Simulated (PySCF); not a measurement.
Can point charges reproduce the dipole moment of `[SiH3]O[SiH2]/C=C/[SiH2]C1CC1`?

Coordinates (GFN2-xTB, Å) and charges (e) from the PBE0/pcSseg-1 density (PySCF):

```tsv
atom	x	y	z	Mulliken	IAO	Hirshfeld	ESP-fitted
Si1	4.419	-0.787	0.517	+0.7327	+0.8929	+0.3948	+0.5996
O2	3.490	0.401	-0.063	-0.7184	-0.8886	-0.2989	-0.4451
Si3	2.372	1.212	-0.913	+0.9229	+1.0214	+0.4063	+0.6314
C4	0.655	0.605	-0.438	-0.4323	-0.4285	-0.1364	-0.2677
C5	0.389	-0.213	0.580	-0.4213	-0.3960	-0.1292	-0.2753
Si6	-1.318	-0.821	1.092	+0.7623	+0.7654	+0.3389	+0.2795
C7	-2.515	-0.639	-0.351	-0.5496	-0.4211	-0.1315	-0.0922
C8	-3.984	-0.447	-0.096	-0.1958	-0.2798	-0.0872	-0.4621
C9	-3.172	0.683	-0.633	-0.2182	-0.2850	-0.0872	-0.1933
H10	5.361	-0.117	1.410	-0.1242	-0.1445	-0.0801	-0.1284
H11	3.568	-1.740	1.230	-0.1332	-0.1541	-0.0814	-0.1337
H12	5.081	-1.432	-0.616	-0.1245	-0.1508	-0.0815	-0.1240
H13	2.634	0.966	-2.334	-0.1332	-0.1554	-0.0846	-0.1350
H14	2.586	2.611	-0.538	-0.1268	-0.1480	-0.0826	-0.1356
H15	-0.174	0.958	-1.041	+0.1349	+0.1455	+0.0370	+0.1095
H16	1.225	-0.556	1.180	+0.1304	+0.1426	+0.0339	+0.1790
H17	-1.804	-0.026	2.231	-0.0913	-0.1279	-0.0781	-0.0489
H18	-1.250	-2.236	1.487	-0.0901	-0.1269	-0.0820	-0.0839
H19	-2.279	-1.227	-1.232	+0.1478	+0.1527	+0.0442	+0.1235
H20	-4.689	-0.933	-0.754	+0.1315	+0.1499	+0.0485	+0.1838
H21	-4.321	-0.390	0.928	+0.1310	+0.1439	+0.0446	+0.1796
H22	-3.318	0.978	-1.662	+0.1308	+0.1486	+0.0479	+0.1181
H23	-2.959	1.513	0.025	+0.1348	+0.1436	+0.0448	+0.1211
```

What dipole does each set of charges give (1 e·Å = 4.803 D), and what does the density give?

The full density gives (-0.69, -0.22, -0.55) D, 0.91 D in size; dipole vectors point from the negative to the positive end.

```json
{"scheme": "Mulliken", "μx": "-0.33", "μy": "-0.24", "μz": "0.61", "size (D)": "0.73", "share of the full size (%)": "81", "angle to the full dipole (°)": "94"}
{"scheme": "IAO", "μx": "-0.16", "μy": "-0.64", "μz": "0.03", "size (D)": "0.66", "share of the full size (%)": "72", "angle to the full dipole (°)": "67"}
{"scheme": "Hirshfeld", "μx": "-0.34", "μy": "-0.18", "μz": "-0.13", "size (D)": "0.41", "share of the full size (%)": "45", "angle to the full dipole (°)": "20"}
{"scheme": "ESP-fitted", "μx": "-0.71", "μy": "-0.21", "μz": "-0.54", "size (D)": "0.92", "share of the full size (%)": "101", "angle to the full dipole (°)": "1"}
```

Which set comes closest?

Length of the difference vector: ESP-fitted 0.02 D, Hirshfeld 0.55 D, IAO 0.89 D, Mulliken 1.21 D. Closest: ESP-fitted. The schemes that divide the density aren't constrained to reproduce the dipole.

What is left for the Hirshfeld atoms' own dipoles?

The Hirshfeld atoms' densities add up to the full density, so μ = Σ q r + Σ (atomic dipoles). The atomic dipoles sum to (-0.69, -0.22, -0.55) − (-0.34, -0.18, -0.13) = (-0.35, -0.04, -0.42) D, 0.55 D in size.

With the origin at the mean of the coordinates, (0.000, -0.071, 0.000) Å, which are the largest single terms, by size, of the ESP-fitted dipole along the direction of the full one?

Si1 -10.11, C8 -7.07, O2 +5.85, Si3 -4.75, H20 +3.74 D; all 23 atoms together +0.92 D. The single terms depend on the origin, their sum doesn't.

Give the size of the full dipole in other units.

0.91 D = 0.358 au = 0.189 e·Å = 3.04 × 10⁻³⁰ C·m.

Geometry: GFN2-xTB, one conformer, isolated molecule. GFN2-xTB frequencies show an imaginary mode (54i cm⁻¹), so this geometry is no minimum at that level.

Shape of the structure used: `[SiH3:1][O:2][SiH2:3]/[CH:4]=[CH:5]/[SiH2:6][CH:7]1[CH2:8][CH2:9]1`: Si1–O2–Si3–C4 65°, O2–Si3–C4–C5 9°, C4–C5–Si6–C7 20°, C5–Si6–C7–C8 -152°.
